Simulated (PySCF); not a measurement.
This triplet lies within 0.05 eV of the relaxed singlet at the level B3LYP-D3(BJ)/def2-TZVP // PBE-D3(BJ)/def2-SVP (PySCF).

Cartesian coordinates (Å):
```xyz
23

Ni    -0.0518     0.0045    -0.0469
O     -1.1533    -1.5534     0.9867
H     -1.5158    -2.3779     0.6064
H     -1.4177    -1.5732     1.9278
O      1.0559     1.5548    -1.0854
H      0.6986     2.3558    -1.5175
H      2.0247     1.6176    -1.2014
N      0.1294     1.1378     1.7487
H      0.6649     1.9942     1.5320
H      0.6420     0.6954     2.5287
H     -0.7470     1.4759     2.1782
N     -0.1791    -1.0565    -1.8905
H     -1.1248    -1.2189    -2.2726
H      0.2749    -1.9834    -1.9293
H      0.3045    -0.4938    -2.6092
N      1.7469    -1.0345     0.4285
H      2.3090    -1.3840    -0.3644
H      1.4879    -1.8796     0.9631
H      2.4285    -0.5405     1.0270
N     -1.9028     0.9695    -0.4755
H     -2.6620     0.3941    -0.0758
H     -2.1507     1.0793    -1.4722
H     -2.0438     1.9099    -0.0721
```
Charge +2, spin multiplicity 3.

### Question
Give the total energy, highest occupied spin orbital, spin population on the central atom (Mulliken), charge on the central atom (meta-Löwdin) and charge on the central atom (Mulliken) at the level TPSSh-D3(BJ)/def2-TZVP // PBE-D3(BJ)/def2-SVP (PySCF).

### Answer

| Item | Value |
|---|---|
| total energy | -1887.2248 Ha |
| highest occupied spin orbital | -14.01 eV |
| spin population on the central atom (Mulliken) | 1.67 |
| charge on the central atom (meta-Löwdin) | 1.11 e |
| charge on the central atom (Mulliken) | 0.61 e |
